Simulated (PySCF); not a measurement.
# Where the electron goes

Species: C13H12.
SMILES with atom numbers: `[CH:1]#[C:2][C@@:3]1([CH3:4])[CH2:5][C@@:6]12[CH:7]=[CH:8][CH:9]=[C:10]2[C:11]#[C:12][CH3:13]` (hydrogens: H14 on C1; H15, H16, H17 on C4; H18, H19 on C5; H20 on C7; H21 on C8; H22 on C9; H23, H24, H25 on C13)

Cartesian coordinates in Å at the PBE0-D3(BJ)/def2-SVP level; atoms count from 1:
```xyz
25
C13H12 angstrom
C     -2.827    1.977   -2.146
C     -2.045    1.505   -1.349
C     -1.102    0.999   -0.378
C     -0.018    1.989   -0.012
C     -1.623    0.028    0.629
C     -0.767   -0.519   -0.492
C     -1.307   -1.301   -1.618
C     -0.380   -2.214   -1.996
C      0.783   -2.098   -1.138
C      0.586   -1.095   -0.229
C      1.436   -0.753    0.848
C      2.149   -0.467    1.793
C      3.011   -0.129    2.912
H     -3.518    2.391   -2.856
H      0.659    1.577    0.746
H     -0.479    2.907    0.382
H      0.574    2.255   -0.900
H     -1.148    0.038    1.614
H     -2.687   -0.218    0.614
H     -2.275   -1.106   -2.078
H     -0.479   -2.926   -2.816
H      1.671   -2.729   -1.183
H      3.993    0.230    2.565
H      2.565    0.667    3.530
H      3.185   -1.001    3.563
```

Computed with PySCF, TDDFT PBE0/def2-SVPD, vertical, gas phase, core orbitals frozen in the response.

Kohn–Sham orbitals with the atoms that hold most of them (Löwdin shares over 4%, at most four atoms; ? is withheld):

```json
{"orbital": "HOMO-3", "ε (eV)": "-7.77", "atoms": "C1 29%, C2 26%, C5 10%, C3 5%"}
{"orbital": "HOMO-2", "ε (eV)": "-7.49", "atoms": "C11 31%, C12 31%, C13 6%, C10 5%"}
{"orbital": "HOMO-1", "ε (eV)": "-7.22", "atoms": "?"}
{"orbital": "HOMO", "ε (eV)": "?", "atoms": "?"}
{"orbital": "LUMO", "ε (eV)": "-1.31", "atoms": "C9 17%, C7 15%, C10 14%, C8 11%"}
{"orbital": "LUMO+1", "ε (eV)": "0.56", "atoms": "C13 23%, C12 13%, H24 6%, C11 6%"}
{"orbital": "LUMO+2", "ε (eV)": "0.89", "atoms": "C1 20%, C2 18%, C13 9%, C12 8%"}
```

Q: Which atoms hold the HOMO, and with what shares?

A: C7 (bonded to 2 C and H) 19%; C10 (bonded to 3 C) 17%; C12 (bonded to 2 C) 15%; C9 (bonded to 2 C and H) 14%.

Q: Give the leading atoms of the HOMO-1.

A: C1 (bonded to C and H) 22%; C2 (bonded to 2 C) 17%; C3 (bonded to 4 C) 12%; C6 (bonded to 4 C) 12%.

Q: What is the HOMO energy, and the HOMO–LUMO gap?

A: ε(HOMO) = -5.88 eV; the gap is 4.58 eV (0.1681 hartree).

Q: How does S1 compare with the orbital gap of 4.58 eV?

A: S1 is at 3.95 eV (f = 0.194), 0.62 eV below the gap, made of HOMO→LUMO (97%). Without the coupling terms of the response equations the lowest excitation would equal the gap.

Next come S2 at 4.79 eV (f 0.010), HOMO-2→LUMO (68%), HOMO-1→LUMO (28%); S3 at 5.03 eV (f 0.109), HOMO-1→LUMO (66%), HOMO-2→LUMO (25%); S4 at 5.43 eV (f 0.0032), HOMO→LUMO+1 (46%), HOMO→LUMO+5 (24%), HOMO→LUMO+2 (21%); S5 at 5.44 eV (f 0.029), HOMO-3→LUMO (87%).
